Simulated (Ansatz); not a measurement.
The cluster HfS2. Charge 0, multiplicity 1. Geometry PBE0-D4/def2-TZVP.

```xyz
3

Hf    1.219   -0.325   -0.639
S    -0.725    0.976   -0.314
S    -0.495   -0.650    0.953
```

In the def2 sets Hf takes a core potential; there is no spin–orbit coupling. B3LYP takes the VWN-RPA correlation. The restricted singlet is unstable towards broken spin symmetry in Hartree–Fock (as tested in another run); at PBE-D4/def2-TZVP, r2SCAN-D4/def2-TZVP, B97M-V/def2-TZVP, B3LYP-D4/def2-TZVP and others this wasn't settled. Another isomer (singlet) lies 1.38 eV lower at PBE0-D4/def2-TZVP; other spin states weren't run for this one.

Q: Estimate the orbital energies around the gap (eV) in Ansatz with PBE-D4/def2-TZVP, r2SCAN-D4/def2-TZVP, B97M-V/def2-TZVP, B3LYP-D4/def2-TZVP, PBE0-D4/def2-TZVP.

A: 
```csv
orbital,PBE-D4/def2-TZVP,r2SCAN-D4/def2-TZVP,B97M-V/def2-TZVP,B3LYP-D4/def2-TZVP,PBE0-D4/def2-TZVP
HOMO−9,-34.80,-36.03,-36.73,-37.07,-37.56
HOMO−8,-34.66,-35.83,-36.56,-36.91,-37.40
HOMO−7,-19.57,-20.43,-20.71,-21.31,-21.84
HOMO−6,-15.34,-15.98,-16.25,-16.85,-17.27
HOMO−5,-9.47,-9.81,-9.83,-10.27,-10.59
HOMO−4,-8.98,-9.33,-9.36,-9.89,-10.22
HOMO−3,-8.44,-8.76,-8.76,-9.31,-9.66
HOMO−2,-6.95,-7.22,-7.25,-7.77,-8.04
HOMO−1,-5.60,-5.80,-5.79,-6.31,-6.53
HOMO,-4.48,-4.63,-4.43,-5.16,-5.33
LUMO,-3.33,-3.14,-3.21,-2.59,-2.41
LUMO+1,-3.05,-2.97,-2.94,-2.45,-2.29
LUMO+2,-3.02,-2.89,-2.90,-2.40,-2.23
LUMO+3,-2.93,-2.87,-2.86,-2.39,-2.23
LUMO+4,-2.89,-2.79,-2.82,-2.29,-2.11
LUMO+5,-1.38,-1.20,-1.13,-0.65,-0.43
```
